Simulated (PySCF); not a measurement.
# Electron correlation in Ag²⁺ (silver, charge +2)

[Kr] 4d9, 2D determinant. Calculation: PySCF 2.14, in def2-TZVPPD with the def2 core potential (28 electrons) (6s4p3d2f1g, 56 functions); scalar relativity through the core potential. Frozen: nothing; 17 electrons correlated.

MP2 pair energies summed by pair of shells (mhartree):

| pair | energy | share (%) |
| --- | --- | --- |
| 4d-4d | -277.10 | 51.1 |
| 4p-4d | -163.90 | 30.2 |
| 4p-4p | -46.07 | 8.5 |
| 4s-4d | -28.83 | 5.3 |
| 4s-4p | -22.03 | 4.1 |
| 4s-4s | -3.89 | 0.7 |

Total MP2 correlation energy: -541.83 mhartree.

Same-spin part -173.82 and opposite-spin part -368.01 mhartree; SCS-MP2 scales them by 1/3 and 6/5 to -499.55 mhartree.

The basis has no tight functions for the innermost shells, so their pair energies are far from complete.

This basis was not built for core-valence correlation, so the inner-shell part is incomplete.
